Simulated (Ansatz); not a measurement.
Start from `FBO[SiH3]` and change one element to get `[SiH3]OBCl`.

Ansatz, PBE0-D4/def2-TZVP geometries, multiplicity 1. Each molecule was computed in one conformer, which needn't be the lowest.

```json
{"property": "size of the dipole moment (PBE/def2-TZVPP) / D", "`FBO[SiH3]`": "1.73"}
{"property": "HOMO energy (PBE/def2-TZVPP) / eV", "`FBO[SiH3]`": "-7.92"}
{"property": "LUMO energy (PBE0/def2-TZVPP) / eV", "`FBO[SiH3]`": "0.02"}
{"property": "HOMO–LUMO gap (PBE/def2-TZVPP) / eV", "`FBO[SiH3]`": "7.04"}
{"property": "HOMO energy (ωB97M-V/def2-TZVPP) / eV", "`FBO[SiH3]`": "-11.79"}
{"property": "ideal-gas entropy at 298 K and 1 bar (rigid rotor, harmonic PBE0-D4/def2-TZVP) / J/(mol·K)", "`FBO[SiH3]`": "317"}
```

Q: Give the same properties after the change, and the shifts. (Estimate.)

A: The calculation gave: 
```json
{"property": "size of the dipole moment (PBE/def2-TZVPP) / D", "`[SiH3]OBCl`": "1.13", "shift": "-0.60"}
{"property": "HOMO energy (PBE/def2-TZVPP) / eV", "`[SiH3]OBCl`": "-7.64", "shift": "0.28"}
{"property": "LUMO energy (PBE0/def2-TZVPP) / eV", "`[SiH3]OBCl`": "-0.65", "shift": "-0.67"}
{"property": "HOMO–LUMO gap (PBE/def2-TZVPP) / eV", "`[SiH3]OBCl`": "5.98", "shift": "-1.06"}
{"property": "HOMO energy (ωB97M-V/def2-TZVPP) / eV", "`[SiH3]OBCl`": "-11.33", "shift": "0.46"}
{"property": "ideal-gas entropy at 298 K and 1 bar (rigid rotor, harmonic PBE0-D4/def2-TZVP) / J/(mol·K)", "`[SiH3]OBCl`": "324", "shift": "7"}
```

With PBE0 the HOMO rises by 0.39 eV and the LUMO falls by 0.67 eV, so the gap narrows by about 1.06 eV. PBE moves the HOMO by 0.28 eV and ωB97M-V by 0.46 eV. Dipoles are sizes alone; their direction can turn.
